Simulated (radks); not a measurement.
All-electron atom: P7+ in [He] 2s2 2p4. Method: scalar-relativistic Kohn-Sham, BLYP, spin-polarised, spherical densities, point nucleus; open shells are filled with parallel spins first; computed with a radial shooting solver on a logarithmic mesh with Libxc functionals.

Unscreened Slater integrals over Kohn-Sham orbitals (eV). They are taken over the spin-up orbitals.

integral,value
"F0(2p,2p)",56.652
"F2(2p,2p)",26.588
"F0(2p,2s)",52.964
"G1(2p,2s)",31.124
"F0(2p,1s)",78.243
"G1(2p,1s)",12.085
"F0(2s,2s)",50.537
"F0(2s,1s)",71.082
"G0(2s,1s)",6.2389
"F0(1s,1s)",247.44

Derived for the open shells (J is the average intra-shell exchange parameter used in DFT+U). 2p: J = F2/5 = 5.318 eV; in LS coupling 1D lies 6 F2/25 = 6.381 eV above 3P.
